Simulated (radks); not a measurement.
The numbers below are computed, except where a source is named.
Neutral manganese inside a hard spherical wall (all orbitals vanish at R), configuration held at [Ar] 3d5 4s2 and not refilled when levels cross. Code: a radial shooting solver on a logarithmic mesh with Libxc functionals. Model: scalar-relativistic Kohn-Sham, PBE, spin-polarised, spherical densities, finite nucleus; open shells are filled with parallel spins first; Fermi nuclear charge, rms radius 3.7057 fm. Eigenvalues in eV for spin up, with the zero of energy where the potential of the charges vanishes at infinity; a dash marks a level that is unbound or too diffuse for the functional's potential to be trusted. A positive occupied level is held by the wall or, in an anion where self-interaction has pushed it up, behind a barrier. The pressure on the wall is -dE/dV.

| R (bohr) | E (hartree) | kinetic (hartree) | e(3s) | e(3p) | e(3d) | e(4s) | e(4p, empty) | e(5s, empty) | pressure (GPa) |
|---|---|---|---|---|---|---|---|---|---|
| free | -1158.49541 | 1171.291 | -87.363 | -56.071 | -8.146 | -5.508 | -1.546 | - | 0 |
| 15 | -1158.49541 | 1171.291 | -87.363 | -56.071 | -8.146 | -5.508 | -1.543 | 0.263 | < 0.0001 |
| 10 | -1158.49494 | 1171.296 | -87.321 | -56.029 | -8.104 | -5.475 | -1.439 | 1.601 | 0.0123 |
| 8 | -1158.49111 | 1171.324 | -87.115 | -55.823 | -7.904 | -5.304 | -1.080 | 3.908 | 0.173 |
| 7 | -1158.48253 | 1171.375 | -86.802 | -55.510 | -7.602 | -5.024 | -0.573 | 6.448 | 0.673 |
| 6 | -1158.45676 | 1171.506 | -86.135 | -54.844 | -6.965 | -4.363 | 0.511 | 11.152 | 2.78 |
| 5 | -1158.37639 | 1171.850 | -84.714 | -53.433 | -5.622 | -2.723 | 2.958 | 20.551 | 12.8 |
| 3.5 | -1157.74097 | 1174.091 | -78.477 | -47.315 | 0.354 | 7.097 | 15.832 | 62.484 | 195 |
| 3 | -1156.96151 | 1176.630 | -73.498 | -42.456 | 5.415 | 17.452 | 28.354 | 98.598 | 598 |
| 2 | -1149.64454 | 1199.526 | -46.692 | -15.187 | 36.245 | 96.334 | 114.32 | 311.89 | 10900 |
| 1.5 | -1129.96290 | 1254.896 | 1.585 | 36.053 | 92.225 | 263.01 | 281.07 | 681.12 | 77700 |
